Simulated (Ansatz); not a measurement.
CH$_{2}$BF$_{3}$, SMILES `BC(F)(F)F`. The species carries charge 0 and has multiplicity 1.

Z-matrix (Å, degrees):
```
C
F 1 1.340
F 1 1.340 2 106.7
B 1 1.596 2 114.9 3 128.6
F 1 1.356 2 107.2 3 -114.6
H 4 1.188 1 118.4 2 29.5
H 4 1.188 1 118.3 2 -153.9
```

**Question.** List the harmonic frequencies (cm⁻¹, unscaled) at PBE0-D4/def2-TZVP in Ansatz. (Estimate.)

**Answer.** Ansatz gave: 125, 224, 316, 506, 522, 576, 811, 834, 1003, 1105, 1181, 1186, 1344, 2643, 2752.

**Question.** Is this a minimum?

**Answer.** Yes, all 15 modes are real.

**Question.** Give the ideal-gas thermochemistry at 298.15 K and 1 bar (rigid rotor, harmonic oscillator; point group Cs, symmetry number 1).

**Answer.** Zero-point energy 90.5 kJ/mol; H(298) − E = 106.9 kJ/mol; entropy 305.3 J/(mol·K), of which translation 163.8, rotation 105.2, vibration 36.3; G(298) − E = 15.8 kJ/mol.
